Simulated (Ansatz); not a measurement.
Consider the substitution at a C–C bond: `FC[C@@H](F)[C@H](F)CF` + `OC(F)F` → `FC[C@@H](F)[C@@H](F)OC(F)F` + `CF`.

Program: Ansatz. Geometries: PBE0-D4/def2-TZVP. ΔE: electronic, gas phase. CBS: MP2 limit from def2 TZ/QZ plus the TZ coupled-cluster correction, frozen cores. This one scheme is used for every species. One conformer a species, not always the lowest.

`FC[C@@H](F)[C@H](F)CF`:

Z-matrix (Å, degrees):
```
C
C 1 1.506
F 1 1.376 2 109.7
H 1 1.092 2 110.2 3 -119.7
H 1 1.094 2 110.1 3 119.4
C 2 1.513 1 112.2 3 -167.7
F 2 1.384 1 109.3 3 70.1
H 2 1.096 1 109.3 3 -46.9
F 6 1.384 2 110.0 1 -45.9
C 6 1.506 2 112.2 1 -167.8
H 6 1.096 2 108.8 1 71.2
F 10 1.376 6 109.7 2 -167.6
H 10 1.092 6 110.2 2 72.6
H 10 1.094 6 110.1 2 -48.3
```

`OC(F)F`:

Cartesian coordinates in Å:
```
O -0.400 -0.744 0.687
C 0.309 0.061 -0.126
F 0.242 1.353 0.275
F -0.181 0.044 -1.390
H -1.320 -0.451 0.690
H 1.351 -0.262 -0.137
```

`FC[C@@H](F)[C@@H](F)OC(F)F`:

Cartesian coordinates in Å:
```
F 2.192 2.219 -0.869
C 1.442 1.455 -0.004
C 1.170 0.113 -0.631
F 2.320 -0.643 -0.653
C 0.117 -0.680 0.118
F 0.432 -0.745 1.455
O -1.094 -0.022 -0.038
C -2.203 -0.738 0.337
F -3.231 0.106 0.292
F -2.434 -1.731 -0.548
H 2.001 1.332 0.926
H 0.499 1.972 0.193
H 0.830 0.247 -1.663
H 0.076 -1.709 -0.251
H -2.116 -1.175 1.336
```

`CF`:

```xyz
5

C     0.054    0.013   -0.024
F    -1.171   -0.285    0.527
H     0.799   -0.687    0.359
H     0.330    1.034    0.249
H    -0.013   -0.075   -1.111
```

| species | MP2/def2-SVP energy (Eh) |
| --- | --- |
| `FC[C@@H](F)[C@H](F)CF` | -553.54060 |
| `OC(F)F` | -313.22027 |
| `FC[C@@H](F)[C@@H](F)OC(F)F` | -727.48823 |
| `CF` | -139.26145 |

(1) Work out ΔE.

Largest T1 diagnostic among the species: 0.012.

Answers

(1) ΔE = (-727.48823) + (-139.26145) − (-553.54060) − (-313.22027) = 0.01119 Eh = +29.4 kJ/mol. CCSD(T)/CBS gives +34.3 kJ/mol.

Leaving LDA and LC-ωPBE aside and taking each functional with its dispersion term where it has one, the values, not all of them listed here, spread over 5.3 kJ/mol, from BHLYP-D4 to PBE-QIDH. At CCSD(T), def2-SVP lies −8.8 kJ/mol from the extrapolated value and def2-TZVPP −2.4 kJ/mol.
